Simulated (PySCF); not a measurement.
Adding and removing an electron: TlN

ROHF-CCSD(T); basis Tl def2-SVPD with ECP60, N def2-SVPD; scalar-relativistic core potentials; PySCF 2.14. Neutral (ROHF): triplet (π ↑↑), Re = 2.351 Å, ωe = 385 cm⁻¹, De = 1.23 eV.

TlN⁺ (UHF): quartet (σ ↑, π ↑↑), Re = 3.170 Å, ωe = 91.3 cm⁻¹. The energies at the minima are -226.05739 hartree for TlN and -225.82406 for TlN⁺.

Task: Work out the adiabatic ionisation energy, without and with harmonic zero-point energies (1 hartree = 27.2114 eV, 1 eV = 8065.5 cm⁻¹), and the change of the bond length.

Result: At CCSD(T): 0.23333 hartree = 6.349 eV between the minima; the zero-point term (91.3 − 385.0)/2 cm⁻¹ = -0.018 eV makes it 6.331 eV. Re changes by +81.9 pm against the neutral. The electron leaves a σ orbital, and the ion is left as a loose complex of an ion and an atom.

Correlated steps freeze 5 core orbitals. UHF and ROHF references stand side by side, which adds small steps between rows. Correlated levels converge slowly with the basis: in double zeta they bind strong bonds too weakly, by up to about 1 eV, and carry superposition errors of some tenths. These are scalar-relativistic numbers at best; spin–orbit coupling would shift them, the dissociation energy most. States were picked by a PBE0 search and need not be the measured ground states.

Neutral and ion stand on different kinds of reference determinant, which adds to the error of the difference.
